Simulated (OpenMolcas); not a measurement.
## Nd3+: the spin-orbit constant, worked from levels

```yaml
Program: OpenMolcas 26.06
Basis: ANO-RCC-VTZP [8s7p5d3f2g1h]
Scalar_Hamiltonian: DKH2, point nucleus
Active_space: 3 electrons in 12 orbitals (RAS2 4f; RAS3 5d, at most 1 electron)
State_averaging: 2S+1 = 4 odd, 35 roots; 2S+1 = 2 odd, 112 roots (105 in the spin-orbit step); 2S+1 = 4 even, 105 roots (83 in the spin-orbit step); 2S+1 = 2 even, 124 roots kept (CI in the orbitals of an earlier block, 75 in the spin-orbit step)
Spin-orbit_coupling: state interaction with AMFI integrals over the reference wave functions, term energies averaged over their components
```

Methods: RASSCF; SS-RASPT2, IPEA 0.25 Eh, imaginary shift 0.1 Eh (closed shells correlated: 5s 5p). Measured levels: the list in Arab et al., J. Quant. Spectrosc. Radiat. Transfer 229, 145 (2019) and Gaigalas et al. (2019), from Wyart et al. (2007).

**The spin-orbit constant.** For the Hund term 4I* of f3, E(J) = (A/2) J(J+1) + constant and ζ = 2S·A = 3A. From J = 9/2 to J = 15/2 the energy changes by 19.5 A.

```
   Source  E(15/2) - E(9/2)      A    ζ
   RASSCF            6400.8  328.2  985
SS-RASPT2            6442.4  330.4  991
 measured            5988.5  307.1  921
```

All in cm-1. SS-RASPT2 is off by +7.6 % and RASSCF by +6.9 %. Both methods take the spin-orbit matrix elements from the reference wave functions, so the second can move ζ only through the term energies and any multistate remixing. Second-order mixing with other terms is absorbed into this ζ.

CASPT2 does not keep the components of a term degenerate, so their means are used; among the terms shown or strongly mixed into the levels shown the widest spread is 280 cm-1 (4f3 4I*, SS-RASPT2). High states are left out of the spin-orbit mixing, which shifts the levels that they would mix with. Without dynamic correlation excited terms often stand tens of per cent too high (terms of higher spin than the ground term too low), and those without a measured partner can miss by more than the paired ones (holds for RASSCF). Each CASPT2 term energy is a mean over a sample of three components (holds for SS-RASPT2). Computed and measured levels are paired by configuration, term and J; levels that our copy of the source lacks, or whose pairing is in doubt (as where it misses far off the trend of its configuration), stay unpaired and out of the deviations. Levels of configurations outside the active space are missing.

* marks odd parity.
